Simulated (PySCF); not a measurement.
An unknown is described by computed data only.

Formula: C4H9O4P.

* Rotational structure: rotational constants A, B, C: 2.992, 0.970, 0.958 GHz [PBE0-D3(BJ)/def2-SVP]
* Dipole: 3.71 D [PBE0/def2-SVPD]
* XPS: P2p3/2 139.8, C1s 290.8, C1s 292.5, C1s 293.1 (×2), O1s 536.9, O1s 538.9, O1s 539.1 (×2), P1s 2154.1 eV [ΔSCF SCAN, pcX-2 on the ionised atom, pcseg-1 elsewhere, spin-free X2C, 2p3/2 from a spin–orbit splitting computed afterwards within the 2p shell]
* 13C NMR: chemical shifts (computed TMS as zero) by class: 66.6 (2 C), 65.7 (1 C), 18.8 (1 C) ppm [GIAO PBE0/pcSseg-1]
* UV, strongest line: among the 10 lowest singlet transitions: S2 at 7.78 eV (159 nm, f = 0.035) [TDDFT PBE0/def2-SVPD]
* 1H NMR: chemical shifts (computed TMS as zero) by class: 4.05 (2 H), 4.04 (2 H), 3.97 (2 H), 1.33 (3 H) ppm [GIAO PBE0/pcSseg-1]

The electronic properties come from PySCF, for the isolated species, density fitting. Levels stand in brackets. NMR shifts are as computed; neighbouring signals can stand in another order in a measured spectrum. One conformer (not necessarily the lowest) at the PBE0-D3(BJ)/def2-SVP geometry, without solvent, vibrations or thermal averaging. NMR classes are plain means over equivalent atoms (diastereotopic ones count apart unless rotation or inversion swaps them), as if these changed places fast.

Task: Give a SMILES that accounts for the data.

Result: Numbering: `[CH3:1][CH2:2][O:3][P:4]1(=[O:5])[O:6][CH2:7][CH2:8][O:9]1`. 4 carbons fall into 3 classes; from least to most shielded: ring sp3 carbon bound to oxygen [C7/C8] (66.6 ppm, 2 C), chain sp3 carbon bound to oxygen [C2] (65.7 ppm), methyl carbon [C1] (18.8 ppm). Hydrogen classes from least to most shielded: 2 H on an sp3 carbon bound to oxygen, C2 (4.05 ppm, a mean of values up to 0.5 ppm apart in this geometry), 2 H on 2 like atoms (sp3 carbon bound to oxygen), C7/C8 (4.04 ppm), 2 H on 2 like atoms (sp3 carbon bound to oxygen), C7/C8 (3.97 ppm), 3 H on a methyl carbon, C1 (1.33 ppm, a mean of values up to 0.9 ppm apart in this geometry). The core levels belong to: P2p3/2 139.8 eV, phosphoryl phosphorus [P4]; C1s 290.8 eV, methyl carbon [C1]; C1s 292.5 eV, sp3 carbon bound to oxygen [C2]; C1s 293.1 eV, sp3 carbon bound to oxygen [C7/C8]; O1s 536.9 eV, phosphoryl oxygen [O5]; O1s 538.9 eV, oxygen bonded to C and P [O3]; O1s 539.1 eV, oxygen bonded to C and P [O6/O9]; P1s 2154.1 eV, phosphoryl phosphorus [P4]. One atom of each topological class was ionised and stands for its class. The optimised geometry has point group C1 and is an asymmetric top. Structure: `CCOP1(=O)OCCO1`. Computed isomers that give other values at the same levels: `CO[P@@]1(=O)OC[C@@H](C)O1` (rotational constant A: 2.453 GHz; this holds for the one conformer computed). The assignments are read from this structure; whether some other isomer fits the data as well wasn't checked.
